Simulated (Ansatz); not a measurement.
Computed with Ansatz.

Basis-set series for `[SH][Hf]([SH])([SH])[SH]`. Charge 0, multiplicity 1. Hf takes the def2 core potential. All single points use the PBE0-D4/def2-TZVP geometry. It is one conformer, not always the lowest.

Z-matrix (Å, degrees):
```
Hf
S 1 2.426
S 1 2.426 2 111.0
S 1 2.426 2 111.0 3 -118.2
S 1 2.426 2 106.5 3 120.9
H 2 1.348 1 90.7 3 99.5
H 3 1.348 1 90.7 2 18.9
H 4 1.348 1 90.7 2 -99.5
H 5 1.348 1 90.7 2 -139.7
```

```tsv
functional	basis	functions	energy (Eh)	HOMO (eV)	LUMO (eV)
PBE0-D4	def2-TZVPP	280	-1642.89158	-7.95	-1.99
PBE0-D4	def2-QZVPP	481	-1642.94017	-7.97	-2.03
ωB97M-V	def2-TZVPP	280	-1643.27659	-10.12	0.00
ωB97M-V	def2-QZVPP	481	-1643.32294	-10.15	-0.05
```

Question: Give the rows for def2-SVP. (An estimate is asked.)

Answer: The calculation gave: 
```
functional     basis  functions  energy (Eh)  HOMO (eV)  LUMO (eV)
   PBE0-D4  def2-SVP        124  -1642.32377      -7.95      -2.00
   ωB97M-V  def2-SVP        124  -1642.71121     -10.07      -0.01
```
